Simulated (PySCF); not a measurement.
C₄H₆O, singlet, at a GFN2-xTB geometry; DF-HF/3-21G in PySCF.

PySCF was given this input:
```python
from pyscf import gto, scf

mol = gto.Mole()
mol.atom = '''
    C     1.89220437   -0.00750394   -0.14222881
    C     0.41896340   -0.09370374   -0.07917622
    C    -0.57202078   -0.91914544   -0.43436278
    C    -1.53191376    0.07635709    0.15155847
    O    -0.38553319    0.88752287    0.48798788
    H     2.19108896    0.88056737   -0.69765491
    H     2.30515830    0.07226135    0.86256338
    H     2.29036772   -0.89285445   -0.63001465
    H    -0.67679462   -1.86528358   -0.91687070
    H    -2.19251385    0.59580521   -0.54215068
    H    -2.07644031   -0.22670273    1.04548061
'''
mol.basis = '3-21g'
mol.verbose = 4
mol.max_memory = 1800
mol.build()

mf = scf.RHF(mol)
mf = mf.density_fit(auxbasis='def2-universal-jkfit')
mf.kernel()
```

It wrote (shortened):

```
PySCF version 2.14.0

[INPUT] verbose = 4
[INPUT] num. atoms = 11
[INPUT] num. electrons = 38
[INPUT] charge = 0
[INPUT] spin (= nelec alpha-beta = 2S) = 0
[INPUT] symmetry False subgroup None
[INPUT] Mole.unit = angstrom
[INPUT] Symbol           X                Y                Z      unit          X                Y                Z       unit  Magmom
[INPUT]  1 C      1.892204370000  -0.007503940000  -0.142228810000 AA    3.575748031005  -0.014180391455  -0.268773497923 Bohr   0.0
[INPUT]  2 C      0.418963400000  -0.093703740000  -0.079176220000 AA    0.791726082217  -0.177074405447  -0.149621371378 Bohr   0.0
[INPUT]  3 C     -0.572020780000  -0.919145440000  -0.434362780000 AA   -1.080962611760  -1.736933150243  -0.820826692905 Bohr   0.0
[INPUT]  4 C     -1.531913760000   0.076357090000   0.151558470000 AA   -2.894897452853   0.144293987769   0.286404000158 Bohr   0.0
[INPUT]  5 O     -0.385533190000   0.887522870000   0.487987880000 AA   -0.728552141030   1.677175153588   0.922163445307 Bohr   0.0
[INPUT]  6 H      2.191088960000   0.880567370000  -0.697654910000 AA    4.140558048958   1.664031163529  -1.318376709358 Bohr   0.0
[INPUT]  7 H      2.305158300000   0.072261350000   0.862563380000 AA    4.356117860768   0.136554160891   1.630008553279 Bohr   0.0
[INPUT]  8 H      2.290367720000  -0.892854450000  -0.630014650000 AA    4.328167715345  -1.687250379599  -1.190555142964 Bohr   0.0
[INPUT]  9 H     -0.676794620000  -1.865283580000  -0.916870700000 AA   -1.278956474379  -3.524875110848  -1.732634514638 Bohr   0.0
[INPUT] 10 H     -2.192513850000   0.595805210000  -0.542150680000 AA   -4.143250700816   1.125908670489  -1.024516303447 Bohr   0.0
[INPUT] 11 H     -2.076440310000  -0.226702730000   1.045480610000 AA   -3.923903499907  -0.428406071391   1.975672021443 Bohr   0.0

nuclear repulsion = 170.855523564062
number of shells = 37
number of NR pGTOs = 93
number of NR cGTOs = 57
basis = 3-21g
ecp = {}

******** <class 'pyscf.df.df_jk.DFRHF'> ********
method = DFRHF
initial guess = minao
damping factor = 0
level_shift factor = 0
DIIS = <class 'pyscf.scf.diis.CDIIS'>
diis_start_cycle = 1
diis_space = 8
diis_damp = 0
SCF conv_tol = 1e-09
SCF conv_tol_grad = None
SCF max_cycles = 50
direct_scf = False
Set gradient conv threshold to 3.16228e-05
Initial guess from minao.
******** <class 'pyscf.df.df.DF'> ********
auxbasis = def2-universal-jkfit
init E= -229.688133716639
  HOMO = -0.206135381781103  LUMO = 0.0995431013146217  gap/eV = 8.31794
cycle= 1 E= -228.378020206962  delta_E= 1.31  |g|= 0.546  |ddm|= 3.21
  HOMO = -0.331770049862184  LUMO = 0.151880367787753  gap/eV = 13.16080
cycle= 2 E= -228.443161633817  delta_E= -0.0651  |g|= 0.309  |ddm|= 0.762
  HOMO = -0.332823826493447  LUMO = 0.182026433572374  gap/eV = 14.00979
cycle= 3 E= -228.460293257668  delta_E= -0.0171  |g|= 0.0541  |ddm|= 0.254
  HOMO = -0.329348314966793  LUMO = 0.187470787383162  gap/eV = 14.06336
cycle= 4 E= -228.46125973068  delta_E= -0.000966  |g|= 0.0145  |ddm|= 0.0952
  HOMO = -0.330948242703813  LUMO = 0.186217825995927  gap/eV = 14.07281
cycle= 5 E= -228.461333685412  delta_E= -7.4e-05  |g|= 0.00461  |ddm|= 0.0243
  HOMO = -0.331238760843474  LUMO = 0.186358998106703  gap/eV = 14.08455
cycle= 6 E= -228.46134422231  delta_E= -1.05e-05  |g|= 0.00162  |ddm|= 0.00867
  HOMO = -0.331069818527363  LUMO = 0.186511014367446  gap/eV = 14.08409
cycle= 7 E= -228.46134589162  delta_E= -1.67e-06  |g|= 0.00055  |ddm|= 0.00335
  HOMO = -0.331099898668063  LUMO = 0.186540575255409  gap/eV = 14.08571
cycle= 8 E= -228.461346106529  delta_E= -2.15e-07  |g|= 0.000145  |ddm|= 0.00142
  HOMO = -0.331129568218924  LUMO = 0.186516508859454  gap/eV = 14.08587
cycle= 9 E= -228.46134612062  delta_E= -1.41e-08  |g|= 6.15e-05  |ddm|= 0.000374
  HOMO = -0.331122594370823  LUMO = 0.186523785800949  gap/eV = 14.08588
cycle= 10 E= -228.461346123222  delta_E= -2.6e-09  |g|= 2.45e-05  |ddm|= 0.000154
  HOMO = -0.331125287442658  LUMO = 0.186521472637053  gap/eV = 14.08589
cycle= 11 E= -228.46134612377  delta_E= -5.48e-10  |g|= 4.24e-06  |ddm|= 9.21e-05
  HOMO = -0.331125132708765  LUMO = 0.186521632876022  gap/eV = 14.08589
Extra cycle  E= -228.461346123782  delta_E= -1.24e-11  |g|= 2.14e-06  |ddm|= 8.71e-06
converged SCF energy = -228.461346123782
```
